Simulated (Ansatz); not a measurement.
Consider the formal exchange of groups at the Si–Cl bond: `Cl[SiH2][GeH3]` + `[SiH3][SiH2][GeH3]` → `[GeH3][SiH2][SiH2][SiH2][GeH3]` + HCl.

Calculated with Ansatz (gas phase, PBE0-D4/def2-TZVP geometries, no zero-point term in ΔE). CCSD(T)/CBS adds triple-zeta CCSD(T) − MP2 to the extrapolated MP2 energy (def2 sets, frozen cores). This one scheme is used for every species. DFT in def2-TZVPP. HSE06 is defined as in plane-wave codes. For Ge outer-core shells are correlated without core-valence functions, which leaves a few kJ/mol of doubt a bond. Scalar relativity is left out up to krypton. Each species was taken in one conformer, which may not be the lowest.

(1) Is it downhill or uphill in electronic energy at CCSD(T)/CBS, and by how much? (Best estimate.)

(2) What do these levels give: B2PLYP, PBE0, HSE06, LC-ωPBE, MP2/def2-SVP, CCSD/def2-SVP, MP2/def2-TZVPP, CCSD(T)/def2-TZVPP, HF/def2-QZVPP, MP2/def2-QZVPP, HF/CBS(def2), CCSD/CBS(def2)? (An estimate is asked.)

Largest T1 diagnostic among the species: 0.013.

## Answers

(1) The calculation gave: Uphill: ΔE = +70.6 kJ/mol.

(2) Computed: B2PLYP 83.2, PBE0 71.7, HSE06 71.7, LC-ωPBE 75.5, MP2/def2-SVP 66.9, CCSD/def2-SVP 67.1, MP2/def2-TZVPP 73.3, CCSD(T)/def2-TZVPP 67.4, HF/def2-QZVPP 107.2, MP2/def2-QZVPP 75.7, HF/CBS(def2) 107.5, CCSD/CBS(def2) 75.6 kJ/mol.

From BLYP to BHLYP (50 % exact exchange), in def2-TZVPP and without D4, ΔE moves by +5.3 kJ/mol. Leaving LDA and LC-ωPBE aside and taking each functional with its dispersion term where it has one, the values, not all of them listed here, spread over 26.2 kJ/mol, from revPBE-D4 to B2PLYP. LDA lies −9.9 kJ/mol from PBE without D4. At CCSD(T), def2-SVP lies −7.4 kJ/mol from the extrapolated value and def2-TZVPP −3.2 kJ/mol.
